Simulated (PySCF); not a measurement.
Compound: C₃H₇F₃SSi₂.
Z-matrix (Å and degrees, GFN2-xTB geometry), rows numbered from 1:
```
F 
C   1  1.3594
F   2  1.3542  1  105.39
C   2  1.5093  1  111.06  3  -120.38
F   4  1.3781  2  108.41  1   -83.15
Si  4  1.9091  2  124.00  1    66.04
C   4  1.5370  2  117.28  1   144.14
S   7  1.8067  4  117.59  6  -113.22
Si  8  2.1472  7   99.86  4   -73.65
H   2  1.1020  1  107.47  3   115.49
H   6  1.4475  4  114.39  7  -104.20
H   6  1.4444  4  113.69  7   104.83
H   7  1.0841  4  114.51  6   114.28
H   9  1.4502  8  102.64  7  -176.94
H   9  1.4563  8  109.39  7    62.17
H   9  1.4608  8  106.49  7   -57.19
```

Probes without a nucleus sit at each ring's centroid and 1 Å off its mean plane on both sides; NICS is minus the shielding there, NICSzz its component along the normal. Level: GIAO PBE0/pcSseg-1 (PySCF, non-relativistic, gas phase) on the GFN2-xTB geometry, one conformer.

Ring bond lengths (Å), with Mayer bond orders in brackets: C4–Si6 1.909 (0.84), Si6–C7 1.900 (0.85), C7–C4 1.537 (0.79).

Give the NICS values of each ring in ppm.

| ring | type | NICS(0) | NICS(1), two faces | NICS(1)zz, two faces | rms pucker (Å) | centre to ring atoms, mean (Å) |
| --- | --- | --- | --- | --- | --- | --- |
| C4–Si6–C7 | 3-membered ring with Si; formal bonds all single | -23.5 | -9.3 / -6.2 | -18.6 / -9.2 | 0.00 | 1.03 |

What do they say, and how far can they be read as aromaticity?

- C4–Si6–C7: mean NICS(1)zz -13.9 ppm, shielded. C4, Si6, C7 have four or more neighbours, and the NICS criterion for π rings isn't applied. The two faces differ by 9.4 ppm, so no symmetry operation interchanges them. NICS(0) lies 16 ppm below the mean NICS(1).

Give the inner angles of the rings and the Hirshfeld charges of the ring atoms.

- C4–Si6–C7: C4 65.9° (-0.018 e), Si6 47.6° (+0.322 e), C7 66.5° (-0.142 e); sum 180.0° against 180° for a flat convex ring.

What are the shieldings of the ring atoms and their hydrogens in the same run (means over atoms taken as equivalent)?

| atoms | environment | σ isotropic (ppm) | principal values of the symmetric part, first atom (ppm) |
| --- | --- | --- | --- |
| C4 | sp3 C–F carbon | 96.7 | 47.1, 82.1, 160.9 |
| Si6 | SiH2 silicon | 480.6 | 367.1, 414.6, 660.2 |
| C7 | sp3 carbon bound to sulfur | 164.8 | 131.8, 162.8, 199.9 |
| H11 | Si–H hydrogen | 28.41 | 23.1, 26.1, 36.1 |
| H12 | Si–H hydrogen | 28.44 | 23.0, 27.0, 35.2 |
| H13 | methine hydrogen | 29.14 | 22.1, 28.8, 36.5 |

Hardware: Arm Neoverse N1, one thread, no GPU (shared host). Cost: 74 s, 0.95 GiB resident at most. This is the whole shielding run at PBE0/pcSseg-1, SCF included.
